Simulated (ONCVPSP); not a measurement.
technetium (Tc), ONCV: configuration errors across variants

Tc, optimised norm-conserving Vanderbilt (ONCV), made with ONCVPSP 4.0.1 (PBEsol, scalar-relativistic). Core [Ar] 3d10, reference 4s2 4p6 4d5 5s2. Waves: 4s+5s: rc 1.50 bohr, ncon 5, nbas 8, qcut 7.8 1/bohr, 2 projectors; 4p: rc 1.60 bohr, ncon 3, nbas 8, qcut 8 1/bohr, 1 projector; 4d: rc 2.10 bohr, ncon 4, nbas 8, qcut 6.9 1/bohr, 1 projector. Local part: polynomial inside 1.15 bohr (lpopt 5, dvloc0 1 Ha). Core correction: Teter function, fcfact 2.5, rcfact 1.55.

All-electron excitation energies from the reference (eV): (1) 4s2 4p6 4d5 5s1 8.196; (2) 4s2 4p6 4d5 5s0 23.037; (3) 4s2 4p6 4d4 5s0 51.728; (4) 4s2 4p6 4d5 5s1 5p1 3.802.

3 further variants failed, have other tests or another functional or relativity, and are left out.

Errors AE − PS in meV (a dash: test not solved or not reliable):

```tsv
change	(1)	(2)	(3)	(4)	bound ghosts	GHOST(+) flags above zero
base	-1.1	-3.2	-3.1	+59	none	s
core correction Teter function, fcfact 5.5, rcfact 1.15	-1.1	-3.0	-3.2	+59	none	s
local potential polynomial inside 1.15 bohr (lpopt 5, dvloc0 -1.5 Ha)	-1.1	-3.2	-2.7	+72	none	s
d: qcut 9	-1.3	-4.1	-0.8	+59	none	s
s: ncon 4, nbas 7	-1.2	-4.1	-3.7	+59	none	s
core correction Teter function, fcfact 2.5, rcfact 1.44	-1.1	-3.0	-3.2	+59	none	s
s: qcut 7.1; p: qcut 7.2; d: qcut 6.2	-1.0	-2.9	-4.4	+67	none	s
```

Problem. Give the same row for: p: rc 1.56.

Solution. -1.1, -3.2, -3.2, +56; bound ghosts: none; GHOST(+) flags above zero: s.
